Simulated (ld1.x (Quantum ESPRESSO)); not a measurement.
**What the settings do to the TM potential of lead**

Base potential:

| Item | Value |
| --- | --- |
| Element | lead |
| Generator | ld1.x (Quantum ESPRESSO) 7.5 |
| Type | norm-conserving Troullier–Martins (Kleinman–Bylander form) |
| Functional | PW91 |
| Relativity | scalar-relativistic |
| Frozen core | [Xe] 4f14 |
| Valence charge | 14 |
| Reference configuration | 5d10 6s2 6p2 |
| Partial waves | 6p (bound): rc 2.45 bohr; 5d (bound): rc 1.80 bohr; 6s (bound): rc 1.80 bohr |
| Local potential | the s channel |
| Core correction | a·sin(br)/r model core, default radius (core density twice the valence density) |

Cutoffs, loose and tight: the cutoffs (Ry, on a coarse ladder) from which the occupation-weighted sum of valence levels, in a spherical-Bessel basis at the reference potential, stays within 10 and 1 mRy of its value at 400 Ry. They do not see the model core or the augmentation charge, which bear on the density cutoff. Test errors are all-electron minus pseudo excitation energies from the reference, over the configurations 5d10 6s2 6p1; 5d10 6s2 6p0; 5d10 6s1 6p0; 5d10 6s0 6p0; 5d10 6s2 6p1.5; 5d10 6s1 6p3; 5d9 6s2 6p3. A dash means not determined; rows that change the core or the reference have their own tests. The largest error is taken over the tests solved by every variant that gives reliable tests at all: 5d10 6s0 6p0; 5d10 6s1 6p3; 5d10 6s2 6p0; 5d10 6s2 6p1; 5d9 6s2 6p3.

The default core radius of the base comes out at 0.89 bohr.

```csv
change,outcome,"cutoff, loose","cutoff, tight",bound ghosts,largest test error (meV)
base,generated,55 Ry,90 Ry,none,-194
core correction none,generated,55 Ry,90 Ry,none,-161
core correction a·sin(br)/r model core inside 0.76 bohr,generated,55 Ry,90 Ry,none,-194
core correction a·sin(br)/r model core inside 0.88 bohr,generated,55 Ry,90 Ry,none,-194
core correction a·sin(br)/r model core inside 1.06 bohr,generated,55 Ry,90 Ry,none,-193
core correction a·sin(br)/r model core inside 1.22 bohr,generated,55 Ry,90 Ry,none,-191
core correction a·sin(br)/r model core inside 1.44 bohr,generated,55 Ry,90 Ry,none,-183
core correction a·sin(br)/r model core inside 1.62 bohr,generated,55 Ry,90 Ry,none,-175
core correction a·sin(br)/r model core inside 1.80 bohr,generated,55 Ry,90 Ry,none,-169
core correction a·sin(br)/r model core inside 1.94 bohr,generated,55 Ry,90 Ry,none,-166
core correction a·sin(br)/r model core inside 2.18 bohr,generated,55 Ry,90 Ry,none,-163
```
